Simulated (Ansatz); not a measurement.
`[BH2][GeH2][PH2]` + `F[SiH3]` → `[BH2][GeH2][F]` + `[SiH3]P`  (redistribution)

Gas-phase electronic energies from Ansatz, PBE0-D4/def2-TZVP geometries. CBS: MP2 limit from def2 TZ/QZ plus the TZ coupled-cluster correction, frozen cores. This one scheme is used for every species. DFT in def2-TZVPP. For Ge outer-core shells are correlated without core-valence functions, which leaves a few kJ/mol of doubt a bond. Scalar relativity is left out up to krypton. One conformer a species, not always the lowest.

```csv
level,ΔE (kcal/mol)
BLYP,17.4
BHLYP,18.8
LC-ωPBE,16.5
CCSD(T)/def2-SVP,15.6
MP2/def2-TZVPP,20.6
CCSD/def2-TZVPP,19.3
HF/def2-QZVPP,18.4
MP2/CBS(def2),21.1
```

**Question.** What does CCSD(T)/CBS give? (Best estimate.)

**Answer.** Ansatz gave: +19.8 kcal/mol. The listed levels differ from it by -2.4, -1.0, -3.3, -4.2, 0.8, -0.5, -1.4, 1.3 kcal/mol.

Largest T1 diagnostic among the species: 0.013.

In def2-TZVPP, CCSD(T) changes the Hartree–Fock value by +0.9 kcal/mol (the triples alone add +0.0 kcal/mol) and MP2 by +2.2 kcal/mol. Leaving LDA and LC-ωPBE aside and taking each functional with its dispersion term where it has one, the values, not all of them listed here, spread over 3.0 kcal/mol, from revPBE-D4 to BHLYP-D4. LDA lies +1.2 kcal/mol from PBE without D4. From BLYP to BHLYP (50 % exact exchange), in def2-TZVPP and without D4, ΔE moves by +1.4 kcal/mol.
